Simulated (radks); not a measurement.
Values are calculated unless marked as measured or tabulated.
Cl IV, configuration [Ne] 3s2 3p2 (the NIST ground configuration). Code: a radial shooting solver on a logarithmic mesh with Libxc functionals. Model: non-relativistic Kohn-Sham, MS2 meta-GGA, spin-polarised, spherical densities, point nucleus; open shells are filled with parallel spins first; meta-GGA in the generalised Kohn-Sham scheme.

Normalised radial functions P(r) = r R(r), r in bohr:

```
   r/bohr * 2s up, o 2p down, + 3p down (the largest magnitude, 1.52, reaches the edge; | marks zero, & curves that meet)
 0.008573                             &    *
  0.01229                             &      *
  0.01747                             +o       *
  0.02504                             +o         *
  0.03561                             |+ o         *
  0.05063                             | +  o       *
  0.07258                             |  +    o  *
   0.1032                             |   +*       o
   0.1479                        *    |     +            o
   0.2103           *                 |      +                o
   0.3015  *                          |      +                   o
   0.4286  *                          |   +                   o
   0.6095          *               +  |               o
   0.8736                  +  *       |       o
    1.242              +            * | o
     1.78                +            &
    2.532                      +      &
    3.629                           + &
     5.16                             &
```

2s up: eigenvalue -300.64 eV, 1 radial node at r = 0.125 bohr, <r> = 0.443 bohr, 90 % of the charge inside 0.691 bohr. 2p down: eigenvalue -237.74 eV, 0 radial nodes, <r> = 0.406 bohr, 90 % of the charge inside 0.672 bohr. 3p down (empty): eigenvalue -42.986 eV, 1 radial node at r = 0.525 bohr, <r> = 1.54 bohr, 90 % of the charge inside 2.33 bohr.
